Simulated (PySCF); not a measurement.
**How methods differ on the excitation energy of Ta⁺**

Ta⁺ [Xe] 4f14 5d3 6s1 (5F) → Ta⁺ [Xe] 4f14 5d2 6s1 7s1 (5F), as a difference of total energies. Computed with PySCF 2.14 in aug-cc-pwCVDZ-PP with ECP60MDF, with a scalar-relativistic core potential. Correlated levels: valence: 5s2 5p6 frozen. The calculations carry no spin-orbit coupling.

```tsv
method	excitation energy (eV)
UHF	8.896
MP2 (valence)	9.151
SCS-MP2 (valence)	8.981
CCSD (valence)	9.151
CCSD(T) (valence)	9.146
```

Q: How much does correlation contribute at CCSD(T) (valence)?

A: 9.146 − (8.896) = 0.250 eV, measured against UHF.

The promoted electron is Rydberg-like, and one or two diffuse shells describe it only roughly, which tends to raise the upper state.
